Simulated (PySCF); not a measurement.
Species: WS2(OH)2 (singlet state).
Bonds: W1–S2, W1–S3, W1–O4, W1–O6. Hydrogens: H5 on O4; H7 on O6.

Method: PySCF, PBE0-D3(BJ)/def2-SVP geometry optimisation, gas phase, def2 core potentials past Kr.

Q: How far are the bound atoms from W1?

A: 4 atoms: O6 1.872 Å, O4 1.872 Å, S3 2.130 Å, S2 2.131 Å. The nearest atom not counted as bound is H7, at 2.55 Å (others tie with it).

Q: List the angles at W1.

A: 
| angle | degrees | distance of the outer atoms (Å) |
| --- | --- | --- |
| O4–W1–O6 | 111.6 | 3.10 |
| S2–W1–O4 | 109.5 | 3.27 |
| S2–W1–S3 | 109.3 | 3.47 |
| S3–W1–O6 | 109.2 | 3.26 |
| S2–W1–O6 | 108.7 | 3.26 |
| S3–W1–O4 | 108.6 | 3.25 |

Q: What is the shape at W1?

A: Tetrahedral: angles from 108.6° to 111.6°; τ4 = (360° − α − β)/141° = 0.99 with α and β the two widest (0 for a square, 1 for a tetrahedron). Differences among atoms that C2 makes equivalent are scatter left by the optimiser.

Q: What are the other bond lengths?

A: O4–H5, O6–H7 0.965 Å.

Q: What are the rotational constants (commonest isotopes, rigid rotor)?

A: A = 2352, B = 1804, C = 1564 MHz: an asymmetric top.

Point group: C2 (every atom within 0.08 Å of its image). Charge 0, singlet. PBE0-D3(BJ)/def2-SVP frequencies: not computed here.
